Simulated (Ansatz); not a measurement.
Ansatz (a first-principles code) input (CCSD(T)/def2-SVPD):

Ansatz 0.2 input:
```yaml
crystal:
  periodic: [false, false, false]
  atoms:
    - {symbol: Ta, position_ang: [0.10912941, -0.22170899, 0.09238721]}
    - {symbol: O, position_ang: [1.87134215, -0.33467951, -0.07790594]}
    - {symbol: O, position_ang: [-0.42859544, -0.72300836, 1.70691711]}
    - {symbol: Cl, position_ang: [-1.14755414, 1.44977994, -1.16331506]}
basis:
  gaussian:
    orbitals: def2-SVPD
total_charge: -1
magnetization: {spin_polarized: true, initial_magnetization: 1}
correlation: {method: ccsd_t, electrons: outside_noble_gas}
output: {forces: true}
```

End of the output:

```
mean field evaluation 160: about -18101.6309 eV, gradient 3.7e1 eV
mean field evaluation 192: about -18107.6881 eV, gradient 1.2e-3 eV
mean field evaluation 224: about -18106.1636 eV, gradient 1.1e-1 eV
mean field evaluation 256: about -18106.3295 eV, gradient 2.0e0 eV
mean field evaluation 288: about -18107.4242 eV, gradient 3.2e-2 eV
mean field evaluation 320: about -18105.0713 eV, gradient 2.5e-2 eV
mean field evaluation 352: about -18104.0801 eV, gradient 8.3e-1 eV
mean field evaluation 384: about -18107.7284 eV, gradient 1.7e-3 eV
mean field evaluation 416: about -18105.2192 eV, gradient 1.1e1 eV
mean field evaluation 448: about -18110.4145 eV, gradient 1.5e0 eV
mean field evaluation 480: about -18107.5580 eV, gradient 9.6e-1 eV
mean field -18110.75454422 eV, -665.5579535896 hartree, gradient 3.1e-6 eV, S^2 0.784078; 7 other end points of the search recorded, 0 dependent functions left out
determinant -18110.75454422 eV, -665.5579535896 hartree, with singles and doubles -18129.68772787 eV, -666.2537352554 hartree
determinant -18108.93926589 eV, -665.4912433416 hartree, with singles and doubles -18127.71755728 eV, -666.1813328218 hartree
determinant -18107.79680714 eV, -665.4492587570 hartree, with singles and doubles -18126.22112073 eV, -666.1263397930 hartree
determinant -18107.72838562 eV, -665.4467443125 hartree, with singles and doubles -18125.55416641 eV, -666.1018296736 hartree
determinant -18107.68807974 eV, -665.4452630986 hartree, with singles and doubles -18126.31474862 eV, -666.1297805544 hartree
determinant -18107.42427681 eV, -665.4355685199 hartree, with singles and doubles -18126.15497897 eV, -666.1239091279 hartree
11 core orbitals not correlated
reference -18110.75454422 eV, -665.5579535896 hartree; 13, 12 occupied and 84, 85 virtual orbitals, 1007 factors
densities: 1.51 GiB planned
second order -19.42414983 eV of doubles, -0.00000000 eV of singles
coupled cluster: 0.98 GiB planned
cycle   1  -18.93751624 eV  change   -4.3e-3 eV  update   3.3e-3
cycle   2  -18.93442479 eV  change    3.1e-3 eV  update   2.4e-3
cycle   3  -18.93554891 eV  change   -1.1e-3 eV  update   1.6e-3
cycle   4  -18.93677717 eV  change   -1.2e-3 eV  update   4.6e-4
cycle   5  -18.93841541 eV  change   -1.6e-3 eV  update   2.7e-4
cycle   6  -18.93791440 eV  change    5.0e-4 eV  update   1.4e-4
cycle   7  -18.93791301 eV  change    1.4e-6 eV  update   9.9e-5
cycle   8  -18.93790774 eV  change    5.3e-6 eV  update   4.0e-5
cycle   9  -18.93789458 eV  change    1.3e-5 eV  update   2.5e-5
cycle  10  -18.93789521 eV  change   -6.3e-7 eV  update   1.1e-5
cycle  11  -18.93790242 eV  change   -7.2e-6 eV  update   6.2e-6
cycle  12  -18.93789789 eV  change    4.5e-6 eV  update   2.9e-6
cycle  13  -18.93789831 eV  change   -4.2e-7 eV  update   1.2e-6
cycle  14  -18.93789860 eV  change   -3.0e-7 eV  update   6.7e-7
perturbative correction -0.95024262 eV, -0.0349207720 hartree
the calculation of the forces begins
Total energy: -18130.64268544 eV, -666.2888292987 hartree
Atom 0 at     0.109129    -0.221709     0.092387 Å, force    -0.670002     0.112457    -0.838904 eV/Å
Atom 1 at     1.871342    -0.334680    -0.077906 Å, force     1.134909    -0.056207    -0.062227 eV/Å
Atom 2 at    -0.428595    -0.723008     1.706917 Å, force    -0.304578    -0.299255     1.054860 eV/Å
Atom 3 at    -1.147554     1.449780    -1.163315 Å, force    -0.160328     0.243006    -0.153729 eV/Å
Dipole moment:    -0.299140     0.117756    -0.359854 e Å
```

The spin state was set by rule; other spins were not relaxed.
